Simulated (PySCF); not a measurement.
Si(F)2(NMe2)(nBu) (C₆H₁₅F₂NSi), SMILES N(C)(C)[Si](CCCC)(F)F. Geometry: B3LYP-D3(BJ)/def2-SVP. The values are those of a single conformer.

Computed equilibrium geometry at B3LYP-D3(BJ)/def2-SVP (PySCF confirms it by a frequency run) as a Z-matrix (one conformer of several):
```
C
H 1 1.1044
H 1 1.1047 2 106.10
C 1 1.5378 2 110.41 3 -118.88
H 4 1.1041 1 109.34 2 -64.03
H 4 1.1043 5 105.72 1 117.57
C 4 1.5298 5 109.41 6 117.64
H 7 1.1051 4 109.04 5 65.01
H 7 1.1052 8 105.81 4 -117.15
C 7 1.5275 8 109.77 9 -118.38
H 10 1.1014 7 111.64 8 57.97
H 10 1.1027 11 107.67 7 -122.28
H 10 1.1027 11 107.67 12 -115.46
Si 1 1.8561 2 108.47 3 117.14
F 14 1.6270 1 110.67 2 71.77
F 14 1.6314 15 102.86 5 -94.61
N 14 1.7077 15 106.87 16 -119.36
C 17 1.4493 14 123.19 15 -155.46
H 18 1.1000 17 111.10 14 12.35
H 18 1.1066 19 107.43 17 -121.59
H 18 1.1080 19 107.57 20 -115.25
C 17 1.4532 18 114.52 19 -178.30
H 22 1.0992 17 110.35 18 177.15
H 22 1.1063 23 107.61 17 120.92
H 22 1.1076 23 108.28 24 115.99
```
Charge 0, spin multiplicity 1.
